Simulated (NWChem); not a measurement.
System: C$_{4}$H$_{3}$BO; SMILES C#CB(O)C#C

NWChem input:

```
start job
memory heap 200 mb stack 900 mb global 1100 mb
geometry units angstroms noautosym nocenter noautoz
  B     -0.430717    -0.024798     0.000000
  C      0.343157     1.306317     0.000000
  C      0.942291     2.366159     0.000000
  H      1.479957     3.297941     0.000000
  C      0.323629    -1.359943     0.000000
  C      0.952626    -2.401619     0.000000
  H      1.502654    -3.325863     0.000000
  O     -1.783529    -0.043168     0.000000
  H     -2.160594     0.843772     0.000000
end
basis spherical
  B library 6-31g*
  C library 6-31g*
  H library 6-31g*
  O library 6-31g*
end
dft
  xc b3lyp
  iterations 150
end
property
  shielding
end
task dft property
```

Output (shortened):

```
             Northwest Computational Chemistry Package (NWChem) 7.3.0
             --------------------------------------------------------

                             Geometry "geometry" -> ""
                             -------------------------

 Output coordinates in angstroms (scale by  1.889725989 to convert to a.u.)

  No.       Tag          Charge          X              Y              Z
 ---- ---------------- ---------- -------------- -------------- --------------
    1 B                    5.0000    -0.43071700    -0.02479800     0.00000000
    2 C                    6.0000     0.34315700     1.30631700     0.00000000
    3 C                    6.0000     0.94229100     2.36615900     0.00000000
    4 H                    1.0000     1.47995700     3.29794100     0.00000000
    5 C                    6.0000     0.32362900    -1.35994300     0.00000000
    6 C                    6.0000     0.95262600    -2.40161900     0.00000000
    7 H                    1.0000     1.50265400    -3.32586300     0.00000000
    8 O                    8.0000    -1.78352900    -0.04316800     0.00000000
    9 H                    1.0000    -2.16059400     0.84377200     0.00000000

 Effective nuclear repulsion energy (a.u.)     158.9086149239

                              NWChem Property Module
                              ----------------------

  itol2e modified to match energy
  convergence criterion.

                                 NWChem DFT Module
                                 -----------------

 Summary of "ao basis" -> "ao basis" (spherical)
 ------------------------------------------------------------------------------
       Tag                 Description            Shells   Functions and Types
 ---------------- ------------------------------  ------  ---------------------
 B                           6-31g*                  6       14   3s2p1d
 C                           6-31g*                  6       14   3s2p1d
 H                           6-31g*                  2        2   2s
 O                           6-31g*                  6       14   3s2p1d

  itol2e modified to match energy
  convergence criterion.

            General Information
            -------------------
          SCF calculation type: DFT
          Wavefunction type:  closed shell.
          No. of atoms     :     9
          No. of electrons :    40
           Alpha electrons :    20
            Beta electrons :    20
          Charge           :     0
          Spin multiplicity:     1
          Use of symmetry is: off; symmetry adaption is: off
          Maximum number of iterations: 150
          AO basis - number of functions:    90
                     number of shells:    42
          Convergence on energy requested:  1.00D-07
          Convergence on density requested:  1.00D-05
          Convergence on gradient requested:  5.00D-04

              XC Information
              --------------
                         B3LYP Method XC Potential
                     Hartree-Fock (Exact) Exchange  0.200
                        Slater Exchange Functional  0.800 local
                    Becke 1988 Exchange Functional  0.720 non-local
              Lee-Yang-Parr Correlation Functional  0.810
                  VWN I RPA Correlation Functional  0.190 local

             Grid Information
             ----------------
          Grid used for XC integration:  fine
          Radial quadrature: Mura-Knowles
          Angular quadrature: Lebedev.
          Tag              B.-S. Rad. Rad. Pts. Rad. Cut. Ang. Pts.
          ---              ---------- --------- --------- ---------
          B                   0.85       70          10.0       590
          C                   0.70       70          13.0       590
          H                   0.35       60          13.0       590
          O                   0.60       70          11.0       590
          Grid pruning is: on
          Number of quadrature shells:   600
          Spatial weights used:  Erf1

[...]

          -----------------------------------------
          Chemical Shielding Tensors (GIAO, in ppm)
          -----------------------------------------

                                NWChem CPHF Module
                                ------------------

  scftype          =     RHF
  nclosed          =       20
  nopen            =        0
  variables        =     1400
  # of vectors     =        3
  tolerance        = 0.10D-03
  level shift      = 0.00D+00
  max iterations   =       50
  max subspace     =       30

 SCF residual:    7.0244551715908718E-005

Iterative solution of linear equations
  No. of variables     1400
  No. of equations        3
  Maximum subspace       30
        Iterations       50
       Convergence  1.0D-04

   iter   nsub   residual    time
   ----  ------  --------  ---------
     1      3    4.13D-01      41.5
     2      6    1.83D-02      44.5
     3      9    2.66D-03      47.5
     4     12    1.52D-04      50.4
     5     15    9.20D-06      53.3

      Atom:    1  B
        Diamagnetic
    218.4581      2.7082     -0.0000
      2.7082    210.0489     -0.0000
     -0.0000     -0.0000    202.7503

        Paramagnetic
   -143.2383     -2.7961      0.0000
     -2.7961   -136.3900      0.0000
      0.0000      0.0000    -90.2166

        Total Shielding Tensor
     75.2197     -0.0879     -0.0000
     -0.0879     73.6589      0.0000
     -0.0000      0.0000    112.5337

           isotropic =      87.1374
          anisotropy =      38.0944

          Principal Components and Axis System
                 1           2           3
              112.5337     75.2247     73.6539

      1        -0.0000      0.9984      0.0561
      2         0.0000     -0.0561      0.9984
      3         1.0000      0.0000     -0.0000

      Atom:    2  C
        Diamagnetic
    249.2919     23.1965     -0.0000
     23.1965    272.7840     -0.0000
     -0.0000     -0.0000    233.4586

        Paramagnetic
   -161.9114     90.5690      0.0000
     90.5690    -47.2030      0.0000
      0.0000      0.0000   -212.1671

        Total Shielding Tensor
     87.3805    113.7655      0.0000
    113.7655    225.5810      0.0000
      0.0000      0.0000     21.2915

           isotropic =     111.4177
          anisotropy =     267.2549

          Principal Components and Axis System
                 1           2           3
              289.5876     23.3739     21.2915

      1         0.4903      0.8715     -0.0000
      2         0.8715     -0.4903      0.0000
      3         0.0000      0.0000      1.0000

      Atom:    3  C
        Diamagnetic
    270.2028      7.1999     -0.0000
      7.1999    276.5777     -0.0000
     -0.0000     -0.0000    265.8751

        Paramagnetic
   -189.6350     72.1673      0.0000
     72.1673    -89.5681      0.0000
      0.0000      0.0000   -218.3488

        Total Shielding Tensor
     80.5678     79.3672     -0.0000
     79.3672    187.0095      0.0000
     -0.0000      0.0000     47.5263

           isotropic =     105.0345
          anisotropy =     186.4704

          Principal Components and Axis System
                 1           2           3
              229.3481     47.5263     38.2292

      1         0.4707     -0.0000      0.8823
      2         0.8823      0.0000     -0.4707
      3        -0.0000      1.0000      0.0000

      Atom:    4  H
        Diamagnetic
     28.4754      7.3339     -0.0000
      7.3339     36.7235     -0.0000
     -0.0000     -0.0000     24.1282

        Paramagnetic
     -0.0234     -2.8802      0.0000
     -2.8802     -2.0106      0.0000
      0.0000      0.0000      1.7393

        Total Shielding Tensor
     28.4519      4.4538      0.0000
      4.4538     34.7130      0.0000
      0.0000      0.0000     25.8675

           isotropic =      29.6775
          anisotropy =      11.0233

          Principal Components and Axis System
                 1           2           3
               37.0264     26.1385     25.8675

      1         0.4610      0.8874      0.0000
      2         0.8874     -0.4610     -0.0000
      3         0.0000     -0.0000      1.0000

      Atom:    5  C
        Diamagnetic
    246.1134    -24.3401     -0.0000
    -24.3401    272.2178     -0.0000
     -0.0000     -0.0000    230.6894

        Paramagnetic
   -154.7469    -92.5846      0.0000
    -92.5846    -54.3145      0.0000
      0.0000      0.0000   -206.8820

        Total Shielding Tensor
     91.3665   -116.9247      0.0000
   -116.9247    217.9033      0.0000
      0.0000      0.0000     23.8074

           isotropic =     111.0257
          anisotropy =     264.8307

          Principal Components and Axis System
                 1           2           3
              287.5796     23.8074     21.6903

      1        -0.5119      0.0000      0.8590
      2         0.8590      0.0000      0.5119
      3        -0.0000      1.0000     -0.0000

      Atom:    6  C
        Diamagnetic
    270.4100     -6.6219      0.0000
     -6.6219    277.0770     -0.0000
      0.0000     -0.0000    267.0511

        Paramagnetic
   -192.9854    -72.6072     -0.0000
    -72.6072    -91.9208     -0.0000
     -0.0000     -0.0000   -220.7367

        Total Shielding Tensor
     77.4245    -79.2291     -0.0000
    -79.2291    185.1562     -0.0000
     -0.0000     -0.0000     46.3144

           isotropic =     102.9650
          anisotropy =     186.1969

          Principal Components and Axis System
                 1           2           3
              227.0963     46.3144     35.4844

      1        -0.4678     -0.0000      0.8838
      2         0.8838     -0.0000      0.4678
      3         0.0000      1.0000      0.0000

      Atom:    7  H
        Diamagnetic
     28.6814     -7.3129     -0.0000
     -7.3129     36.6852     -0.0000
     -0.0000     -0.0000     24.4662

        Paramagnetic
     -0.5297      2.9892      0.0000
      2.9892     -1.8838      0.0000
      0.0000      0.0000      1.3842

[...]
```

Level: B3LYP/6-31G* (spherical d), GIAO. Geometry: optimised at PBE0/def2-SVP. B3LYP is NWChem's, with the RPA form of VWN correlation. The printed shielding anisotropy is the first printed principal value minus the mean of the other two.
